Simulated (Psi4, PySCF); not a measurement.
Input for Psi4:
```
memory 2 GB

molecule {
0 1
  Si    0.00085030    0.00527408    0.92381323
  Cl    1.01602194    1.21319412   -0.38826774
  Cl   -1.01672219   -1.21753748   -0.37251962
}

set basis 6-31g*
set scf_type pk
set puream true
set d_convergence 1e-8
set dft_radial_points 99
set dft_spherical_points 590

energy('revpbe')
print_variables()
```

### Question
Convert this to an input for PySCF.

### Answer
This is not unique; one that fits is 
```python
from pyscf import gto, scf, dft

mol = gto.M(
    atom='''
Si    0.00085030    0.00527408    0.92381323
Cl    1.01602194    1.21319412   -0.38826774
Cl   -1.01672219   -1.21753748   -0.37251962
''',
    basis='6-31g*',
    verbose=4,
)

mf = dft.RKS(mol)
mf.xc = 'revpbe'
mf.grids.atom_grid = (99, 590)
mf.grids.prune = None
mf.kernel()
```

Both were run: Psi4 gave -1209.664617 Eh and PySCF -1209.664622 Eh, 0.006 mEh apart.
